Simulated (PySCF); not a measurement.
ClH3Si, SMILES [SiH3]Cl (connectivity only; charge and spin as stated), charge +1, multiplicity 2.

Geometry: ωB97X-D3(BJ)/def2-TZVP. The multiplicity is an assumed one; other spin states were not compared. The isomer is the one that the SMILES or the coordinates give; other isomers of the formula were not compared.

The numbers are results of PBE/def2-TZVPD run with PySCF, not measurements.

Gas-phase values at a fixed geometry.

```json
{
 "total_energy": "-750.80460 hartree",
 "point_group": "Cs",
 "α spin, highest occupied and lowest empty level": "-14.16 and -7.62 eV",
 "β spin, highest occupied and lowest empty level": "-14.57 and -12.82 eV",
 "dipole_moment_about_the_centre_of_nuclear_charge": "3.71 D",
 "mean_static_polarisability": "40.4 bohr³ (5.99 Å³)",
 "polarisability_principal_values": "32.7, 34.6, 53.9 bohr³",
 "⟨S²⟩": "0.754 (pure state 0.75)"
}
```
